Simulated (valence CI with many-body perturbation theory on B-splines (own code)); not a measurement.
# A CI+MBPT run for La24+

Computed by configuration interaction combined with many-body perturbation theory (CI+MBPT): five valence electrons over a frozen Dirac-Fock core [Ar] 3d10, a basis of 6 s, 6 p, 5 d, 3 f, 1 g functions for each j, with the one-electron correlation potential Σ1 (screened to all orders), the two-electron term Σ2, the three-electron term Σ3, Breit, model QED; selected single and double excitations, second order for the rest, scaled by the run's own slope (own B-spline code, finite nucleus).

Command, and the settings that its task file holds:

```sh
python run_cv.py task.json out
```

```
atom La  Z=57  mass_number=139  rms_radius_fm=4.8550
core [Ar] 3d10
valence 4s2 4p3
avg = 1
basis = S
breit = 1
cap = 10000
capref = 1200
cscale = 1
de = 0.0
dress = 0
eps = 2e-08
extrap = 1
h = 0.27
hh = 1
l2 = 3
lcore = 6
maxit = 60
n2 = 5
natural = 1
nlev = 20
nno = [3, 3, 3, 2, 1]
nroot = 26
nsp = [3, 3, 2, 1, 0]
pt2 = 1
qed = 1
rpa = 1
s1 = 1
s2 = 0.5
s3 = 1
screen = 1
tol = 2e-05
whole = 1
```

It took 43 s on 1 thread of Arm Neoverse V1, with other jobs on the host.

Log. The first blocks belong to the next ion, which gives the ionisation energy. Fields: 2J, parity (1 odd), roots, reference size, generating configurations, candidates as configurations/state functions, variational space P, stored matrix elements, Davidson steps; e2 is the range of second-order energies in hartree. The first line gives the box (bohr), its intervals, the orbitals and the steps of their self-consistent field. Window is the range of levels sought, series limit the energy at which the first omitted orbital would enter, core excitation an estimate of the first excitation out of the core, left out the lowest levels not solved, and shifts from estimates the range by which levels moved from their first estimate, all in cm⁻¹.

```
rmax 4.6 intervals 59 orbitals 36 references ['4s2 4p3', '4s 4p4', '4s2 4p2 4d', '4p5', '4s 4p3 4d'] scf 5 t 1.0
2J=0 par=0 roots 2 ref 22 generators 8 cand 708/976 P 726/998 nnz 0 it 0
2J=0 par=0 roots 2 ref 22 generators 17 cand 1286/2027 P 2012/3025 nnz 6.7e+05 it 5
   second order: generators 24 cand 5109/9582 e2 -0.00002 -0.00002
reference levels 429, estimated 49, window 993967 1/cm; series limit 3535357, core excitation 5837938
2J=3 par=1 roots 4 ref 39 generators 18 cand 268/1004 P 894/3521 nnz 1.4e+06 it 5
2J=3 par=1 roots 4 ref 39 generators 35 cand 1155/6401 P 2049/9922 nnz 8.9e+06 it 7
   second order: generators 55 cand 15418/208041 e2 -0.00190 -0.00024
2J=5 par=1 roots 2 ref 39 generators 11 cand 211/956 P 722/3484 nnz 1.6e+06 it 4
2J=5 par=1 roots 2 ref 39 generators 28 cand 1037/6456 P 1759/9940 nnz 9e+06 it 8
   second order: generators 45 cand 14922/259016 e2 -0.00292 -0.00059
2J=1 par=1 roots 2 ref 24 generators 11 cand 237/949 P 1081/3473 nnz 1.3e+06 it 5
2J=1 par=1 roots 2 ref 24 generators 24 cand 1580/6518 P 2661/9991 nnz 7.4e+06 it 9
   second order: generators 40 cand 13657/109574 e2 -0.00075 -0.00023
2J=5 par=0 roots 7 ref 69 generators 21 cand 225/1015 P 721/3567 nnz 1.6e+06 it 7
2J=5 par=0 roots 7 ref 69 generators 35 cand 1156/6397 P 1877/9964 nnz 8.5e+06 it 9
   second order: generators 67 cand 19184/338960 e2 -0.00320 -0.00134
2J=3 par=0 roots 8 ref 66 generators 21 cand 229/1015 P 795/3561 nnz 1.5e+06 it 9
2J=3 par=0 roots 8 ref 66 generators 36 cand 1186/6435 P 1981/9996 nnz 8.1e+06 it 9
   second order: generators 63 cand 19184/271540 e2 -0.00264 -0.00133
2J=1 par=0 roots 5 ref 42 generators 20 cand 322/985 P 1188/3508 nnz 1.2e+06 it 4
2J=1 par=0 roots 5 ref 42 generators 33 cand 1599/6396 P 2787/9904 nnz 7.2e+06 it 7
   second order: generators 54 cand 15397/127333 e2 -0.00095 -0.00028
2J=7 par=0 roots 4 ref 51 generators 18 cand 202/850 P 702/3330 nnz 1.5e+06 it 5
2J=7 par=0 roots 4 ref 51 generators 34 cand 974/6448 P 1676/9778 nnz 9.2e+06 it 7
   second order: generators 52 cand 16597/290020 e2 -0.00211 -0.00189
2J=9 par=0 roots 2 ref 31 generators 11 cand 357/1296 P 1132/4458 nnz 2.1e+06 it 4
2J=9 par=0 roots 2 ref 31 generators 26 cand 744/5344 P 1876/9802 nnz 9e+06 it 5
   second order: generators 38 cand 14169/241559 e2 -0.00120 -0.00116
left out: unestimated 1449654, estimated 1107583, shifts from estimates -22 to 39
operators 2.1
```

The Davidson iterations converged.

No measured levels were compared; by estimate levels hold to about 250 cm⁻¹ or 0.2 % of their energy and the worst to 1 %, as in measured heavy ions of charge 2 to 7; those with d or f electrons hold less well. Among the levels kept, up to 650 cm⁻¹ of a level comes from second order outside the variational space, and about a tenth of that is noise between levels of different J, which matters for small intervals.

| Quantity | Value |
| --- | --- |
| Valence energy | -169.7712 hartree |
| Ionisation energy | 807.85 eV (NIST: 806 ± 4 eV (theoretical)) |
| Reference configurations for the orbitals | 4s2 4p3, 4s 4p4, 4s2 4p2 4d, 4p5, 4s 4p3 4d |
| Radial orbitals | 36 |
| Box radius | 4.584 bohr |
| Largest variational space | 9996 |
| Lowest levels | (4s^2 4p1/2^2 4p3/2) J=3/2 0, (4s^2 4p1/2 4p3/2^2) J=3/2 151810, (4s^2 4p1/2 4p3/2^2) J=5/2 180430, (4s^2 4p1/2 4p3/2^2) J=1/2 217330, (4s^2 4p3/2^3) J=3/2 372110, (4s 4p1/2^2 4p3/2^2) J=5/2 605880, (4s 4p1/2^2 4p3/2^2) J=3/2 676740, (4s 4p1/2^2 4p3/2^2) J=1/2 685020, (4s^2 4p1/2^2 4d3/2) J=3/2 770530, (4s 4p1/2 4p3/2^3) J=3/2 [a] 798140, (4s 4p1/2 4p3/2^3) J=5/2 821540, (4s^2 4p1/2^2 4d5/2) J=5/2 834200, (4s 4p1/2 4p3/2^3) J=1/2 865640, (4s 4p1/2 4p3/2^3) J=3/2 [b] 874050 cm⁻¹ |

Levels are named by their leading jj configuration (3d3/2^4 stands for four electrons in 3d with j = 3/2), which in mixed levels can hold well under half, so a name can repeat and another be missing. Letters in brackets count levels of one name in rising energy.
